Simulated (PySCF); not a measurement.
AsF₂H₃Si. Atoms are numbered in the order given.

```xyz
7

Si    -1.0062     0.3816     0.0000
F     -1.6667    -0.3145    -1.3007
F     -1.6667    -0.3145     1.3007
As     1.2874    -0.1018     0.0000
H     -1.4123     1.8087     0.0000
H      1.5085     0.9350     1.0983
H      1.5085     0.9350    -1.0983
```

Geometry optimised at PBE0-D3(BJ)/def2-SVP. This is a generated structure with no PubChem entry under its InChIKey; it may be hypothetical.

Method: PySCF with ωB97X/def2-TZVP.

ESP charges are fitted to the potential on shells at 1.4 to 2.0 van der Waals radii. Atomic charges (e):

```csv
atom,Löwdin,Mulliken,ESP fit
Si1,-0.11,0.66,0.62
F2,-0.01,-0.31,-0.25
F3,-0.01,-0.31,-0.25
As4,0.18,-0.14,-0.10
H5,-0.05,-0.04,-0.09
H6,0.00,0.07,0.03
H7,0.00,0.07,0.03
```

Computed Mayer and Wiberg (Löwdin basis) orders of the bonds:
```
bond     Mayer  Wiberg
-------  -----  ------
Si1–F2    1.10    1.72
Si1–F3    1.10    1.72
Si1–As4   1.07    1.35
Si1–H5    0.93    0.94
As4–H6    0.95    0.96
As4–H7    0.95    0.96
```
